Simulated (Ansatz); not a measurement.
Born–Oppenheimer molecular dynamics of Cl2F3Ta (6 atoms, charge 0, multiplicity 1). It starts from a relaxed structure.

Level of theory: RHF/def2-SVP in Ansatz 0.2.0.

```yaml
ensemble: NVT, Nosé–Hoover chain
time_step: 2 fs
steps_asked: 500
set_temperature: 3000 K
thermostat: time constant 100 fs, chain length 5
seed: 428728
```

First frame:

```xyz
6
Properties=species:S:1:pos:R:3
Ta 0.044 0.000 -0.033
Cl 2.327 0.000 0.040
F -0.156 0.000 1.828
Cl -0.163 0.000 -2.365
F -0.756 1.668 -0.005
F -0.756 -1.668 -0.005
```

(1) How far do the bonds stretch over the last three quarters of this one trajectory? (Pairs bonded in most of those frames.)

Results:

(1) 
```
   bond  mean (Å)  spread (Å)  shortest  longest
Ta1–Cl2     2.463       0.252      2.04     2.96
 Ta1–F3     1.857       0.053      1.74     1.97
Ta1–Cl4     2.358       0.093      2.14     2.62
 Ta1–F5     1.854       0.059      1.71     2.02
 Ta1–F6     1.890       0.092      1.69     2.11
```

Mean temperature of the second half: 3237 K. The conserved energy stayed within 3.2 meV per atom of its start (net change 1.1 meV per atom), so the integration is sound. A run of 1 ps of so small a system gives no equilibrium averages.

The run took 12 min on 2 threads of Arm Neoverse V2 (shared host), peak memory 0.24 GiB.
